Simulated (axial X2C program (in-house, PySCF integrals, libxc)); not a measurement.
# Curves of MoCN from open-shell CI on d5 s0 p(π)0

Calculated with an in-house all-electron X2C program for linear molecules (integrals from PySCF): two-component X2C with atomic mean-field Coulomb and Gaunt terms, basis Mo dyall-v3z, C dyall-v3z, N dyall-av3z (cores contracted in-house). Orbitals come from Hartree–Fock averaged over the configuration Mo d5 s0 p(π)0; CI then distributes these electrons over the d, s, p(π) shells of Mo.

Scan along the Mo–C bond with CN moving as one mass, its bond held at 1.160 Å; masses Mo 97.905 u, C 12.000 u, N 14.003 u. Energies in cm⁻¹ from the lowest point; levels are followed by energy order within each Ω. Lowest level at 2.177 Å: 100% d5.

| R (Å) | (1)Ω=1/2 | (1)Ω=3/2 | (1)Ω=5/2 | (2)Ω=1/2 | (2)Ω=3/2 | (3)Ω=1/2 | (4)Ω=1/2 |
| --- | --- | --- | --- | --- | --- | --- | --- |
| 2.025 | 1537 | 1543 | 1554 | 18213 | 18274 | 18830 | 18929 |
| 2.101 | 412 | 418 | 429 | 17314 | 17377 | 17888 | 17970 |
| 2.177 | 0 | 6 | 17 | 17107 | 17171 | 17628 | 17697 |
| 2.264 | 159 | 164 | 175 | 17463 | 17530 | 17881 | 17944 |
| 2.351 | 796 | 801 | 810 | 18310 | 18378 | 18678 | 18735 |
| 2.449 | 1886 | 1890 | 1899 | 19632 | 19699 | 19951 | 20005 |
| 2.569 | 3536 | 3540 | 3547 | 21555 | 21619 | 21826 | 21878 |

Fit the curves (1)Ω=1/2, (1)Ω=3/2, (1)Ω=5/2, (2)Ω=1/2, (2)Ω=3/2 near their minima.

From the open-shell CI curves, Te from the lowest:

```json
{"level": "(1)Ω=1/2", "Te (cm⁻¹)": "0", "Re (Å)": "2.196", "ωe (cm⁻¹)": "369.2"}
{"level": "(1)Ω=3/2", "Te (cm⁻¹)": "6", "Re (Å)": "2.196", "ωe (cm⁻¹)": "369.1"}
{"level": "(1)Ω=5/2", "Te (cm⁻¹)": "17", "Re (Å)": "2.196", "ωe (cm⁻¹)": "369.0"}
{"level": "(2)Ω=1/2", "Te (cm⁻¹)": "17115", "Re (Å)": "2.168", "ωe (cm⁻¹)": "383.0"}
{"level": "(2)Ω=3/2", "Te (cm⁻¹)": "17179", "Re (Å)": "2.167", "ωe (cm⁻¹)": "383.6"}
```

Without dynamic correlation distances can be off by several hundredths of an Å (long for ionic bonds, short for multiple bonds) and the wavenumbers are rough.

The 7 lowest curves are shown; the next is (3)Ω=3/2, from 17734 cm⁻¹.

There is no dynamic correlation: spin–orbit spacings and, for f shells, spacings inside one term are the most reliable numbers, splittings between terms come out too wide, and energies between configurations are not reliable, so the lowest level need not be the ground state of the molecule. For d shells the ligand-field splittings (σ, π, δ) and their order can be off by a thousand cm⁻¹ or more. At most 4 roots were kept for each Ω > 0 (twice that for Ω = 0) within 3.2 eV of the lowest, so higher up levels can be missing between those listed; levels with Ω > 0 are doubly degenerate and listed once, Ω = 0 levels singly. Some active spinors are only partly of the character that their shell is named for, so the shell names and counts are nominal. States that fill the shells left empty in the average are placed too high. The molecule was held linear; bending was not examined.
